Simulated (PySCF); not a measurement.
Choosing a molecule for a target property.

All species are isolated and taken at one optimised geometry, non-relativistic unless stated. Electronic properties by PySCF.

Dipoles, sizes and rotational constants follow the conformer. The torsions of the flexible species, by atom-mapped SMILES:
- `[CH3:1][C:2](=[O:3])[CH2:4][SiH2:5][O:6]/[CH:7]=[CH:8]/[F:9]`: C1–C2–C4–Si5 -100°, C2–C4–Si5–O6 173°, C4–Si5–O6–C7 -179°, Si5–O6–C7–C8 0°
- `[CH:1]#[C:2][C@@H:3]1[SiH2:4][CH:5]=[C:6]1[CH2:7][CH2:8][SiH3:9]`: C5–C6–C7–C8 -87°, C6–C7–C8–Si9 -179°
- `[CH3:1][CH2:2][C:3]([CH3:4])([CH3:5])[P@@H:6](=[S:7])[CH2:8][OH:9]`: C1–C2–C3–C4 61°, C2–C3–P6–S7 -170°, C3–P6–C8–O9 178°, H–O9–C8–P6 50°
- `[CH3:1][c:2]1[cH:3][p:4][cH:5][cH:6][c:7]1[CH:8]1[CH2:9][CH2:10]1`: C6–C7–C8–C9 -32°

**Question.** Wanted: HOMO–LUMO gap below 6.6 eV (PBE0/pcSseg-1) and dipole moment above 2.4 D (PBE0/pcSseg-1), at GFN2-xTB geometries. Which candidate meets both?
A. `CC(=O)C[SiH2]O/C=C/F`
B. `CC(C)([P@@H](=S)CO)CC`
C. `Cc1cpccc1C1CC1`
D. `C#C[C@@H]1[SiH2]C=C1CC[SiH3]`

**Answer.** C. Computed values:
```
                     species  HOMO–LUMO gap  dipole moment
              Cc1cpccc1C1CC1        5.44 eV         2.57 D
        CC(=O)C[SiH2]O/C=C/F        6.45 eV         2.31 D
C#C[C@@H]1[SiH2]C=C1CC[SiH3]        6.83 eV         0.76 D
       CC(C)([P@@H](=S)CO)CC        7.15 eV         4.62 D
```
